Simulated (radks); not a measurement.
All-electron atom: Dy I in [Xe] 4f10 6s2. Method: Dirac Kohn-Sham, PBEsol, spin-unpolarised, spherical densities, point nucleus; open shells fill j = l - 1/2 first; computed with a radial shooting solver on a logarithmic mesh with Libxc functionals.

Spin-orbit splittings of the eigenvalues, e(l+1/2) - e(l-1/2), with zeta = 2 splitting/(2l+1) and mean radii in bohr:

shell	occ.	splitting (eV)	zeta (eV)	<r> j=l-1/2	<r> j=l+1/2
2p	6	799.8	533.2	0.07439	0.08145
3p	6	166.1	110.7	0.2239	0.2372
3d	10	36.27	14.51	0.2097	0.2138
4p	6	37.17	24.78	0.5405	0.5712
4d	10	6.729	2.692	0.6038	0.6147
4f	10	0.8749	0.2500	0.8723	0.8958
5p	6	4.696	3.131	1.473	1.582
